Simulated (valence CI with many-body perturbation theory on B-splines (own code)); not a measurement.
Which ion has this spectrum?

A relativistic CI+MBPT calculation for an atom or ion with 31 electrons gives these levels (cm⁻¹):

```tsv
J	Parity	E	g
1/2	odd	0.0	0.67
3/2	odd	1755	1.33
1/2	even	51244	2.67
3/2	even	51954	1.73
5/2	even	53024	1.60
1/2	even	62302	2.00
3/2	even	64606	0.80
5/2	even	64777	1.20
1/2	odd	78804	0.67
3/2	odd	79159	1.33
3/2	even	80610	0.80
5/2	even	80786	1.20
1/2	even	85367	1.96
1/2	even	90814	0.71
```

The energies are calculated, with errors of about 270 cm⁻¹, more in some levels.

Which is it?
A. Se3+
B. Ga
C. Ge+
D. As2+

C. Ge+, ground level 4s2.4p 2P°_1/2.
